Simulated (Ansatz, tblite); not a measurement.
Removing an electron: [In(OH)4]- (InO₄H₄⁻). The state is a singlet with charge -1. Geometry: PBE0-D4/def2-SVPD. Ansatz, gas phase; energy differences of separate SCF runs; the oxidised species was run as a doublet alone.

Cartesian coordinates in Å:
```
In -0.0006 0.0003 0.0009
O 0.8394 1.3871 -1.2883
H 1.6123 1.7604 -0.8555
O -2.0403 0.3577 -0.0490
H -2.1817 1.1818 -0.5232
O 0.9708 0.2597 1.8119
H 1.1933 -0.6113 2.1523
O 0.2283 -2.0035 -0.4717
H -0.6216 -2.3323 -0.7774
```

In the def2 sets In takes a core potential; there is no spin–orbit coupling. The xTB rows come from tblite. HOMO above LUMO, or a gap near zero within one spin, warns that the state may not be the lowest or that an electron is smeared out.

```json
{"level": "GFN1-xTB", "−HOMO (eV)": "7.02", "vertical IE (eV)": "10.06", "−LUMO (eV)": "1.95", "HOMO–LUMO gap (eV)": "5.07", "remarks": "–"}
{"level": "GFN2-xTB", "−HOMO (eV)": "6.71", "vertical IE (eV)": "9.78", "−LUMO (eV)": "2.62", "HOMO–LUMO gap (eV)": "4.09", "remarks": "–"}
{"level": "PBE-D4/def2-TZVPD", "−HOMO (eV)": "1.70", "vertical IE (eV)": "4.41", "−LUMO (eV)": "-2.12", "HOMO–LUMO gap (eV)": "3.82", "remarks": "gap within one spin near zero (doublet)"}
{"level": "r2SCAN-D4/def2-TZVPD", "−HOMO (eV)": "1.97", "vertical IE (eV)": "4.58", "−LUMO (eV)": "-2.55", "HOMO–LUMO gap (eV)": "4.52", "remarks": "–"}
{"level": "PBE0-D4/def2-TZVPD", "−HOMO (eV)": "3.23", "vertical IE (eV)": "5.05", "−LUMO (eV)": "-2.77", "HOMO–LUMO gap (eV)": "6.00", "remarks": "–"}
```

Relaxing the oxidised species (PBE0-D4/def2-SVPD) changes its energy by -0.58 eV at PBE0-D4/def2-TZVPD, so the adiabatic ionisation energy to this nearest minimum is 4.47 eV. At PBE-D4/def2-TZVPD it is 4.29 eV.    Raw xTB energy differences between charge states are shifted by several eV; the methods need an empirical correction for them.
